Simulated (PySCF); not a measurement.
# Computed records: BGeH₃NO

All values are calculated (PySCF 2.14.0). Calculation on a computer-drawn molecule: optimised geometry and harmonic frequencies of an isolated molecule of the commonest isotopes, restricted reference for singlets and unrestricted otherwise, frozen core in MP2; on germanium a core potential holds 10 electrons, which the energies leave out, and 3d is frozen in MP2 and coupled-cluster steps.

### BGeH₃NO

Start structure:
```xyz
7
BGeH3NO
O     -0.0919    -1.2886    -0.5865
B      0.3923    -0.5366     0.2102
N      0.9444     0.3217     1.1469
Ge     0.3914     0.5477     2.9152
H      1.6140     0.9786     0.7899
H     -0.2757    -0.7695     3.3228
H      1.6529     0.8576     3.7342
```

Settings of this run: charge 0, multiplicity 2, method MP2, basis cc-pVDZ and basis and core potential on germanium cc-pVDZ-PP ECP10MDF.

Results for BGeH₃NO: rotational constants 25.76, 1.878, 1.764 GHz; total energy -449.6942 hartree; spin squared 0.7546; convergence status largest gradient component 4.344e-05 hartree/bohr.

Drawn bonds:
| atom | other atom | order |
| --- | --- | --- |
| 1 | 2 | 2 |
| 2 | 3 | 1 |
| 3 | 4 | 1 |
| 3 | 5 | 1 |
| 4 | 6 | 1 |
| 4 | 7 | 1 |

Optimised structure:
```xyz
7
BGeH3NO
O     -0.1555    -1.2799    -0.6116
B      0.3854    -0.5378     0.2057
N      1.0092     0.2823     1.1593
Ge     0.3799     0.5464     2.9114
H      1.6418     0.9873     0.7827
H     -0.2469    -0.7983     3.3215
H      1.6135     0.9110     3.7637
```

Modes:
| frequency (cm⁻¹) | reduced mass (dalton) |
| --- | --- |
| 98.06 | 1.265 |
| 123.6 | 7.776 |
| 316.5 | 1.233 |
| 462.9 | 9.035 |
| 490.7 | 10.26 |
| 579.1 | 1.591 |
| 700.9 | 1.231 |
| 734.1 | 1.659 |
| 851 | 1.028 |
| 1006 | 3.183 |
| 1213 | 1.507 |
| 2003 | 11.29 |
| 2127 | 1.02 |
| 2173 | 1.026 |
| 3627 | 1.075 |
